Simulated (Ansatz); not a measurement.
`[CH3][GeH]([OH])[F]`, charge 0, multiplicity 1.

Give a relaxed structure at PBE0-D4/def2-TZVP (the Gaussian-basis code of Ansatz). (Estimate.)

The calculation gave: 
```xyz
9

C     0.738    0.854    0.700
Ge   -0.588   -0.227   -0.177
O     0.255   -1.609   -0.882
F    -1.254    0.688   -1.505
H     1.529    1.089   -0.013
H     1.168    0.311    1.542
H     0.292    1.781    1.060
H    -1.817   -0.677    0.631
H    -0.323   -2.210   -1.356
```
This is one stationary point; other conformers may exist.
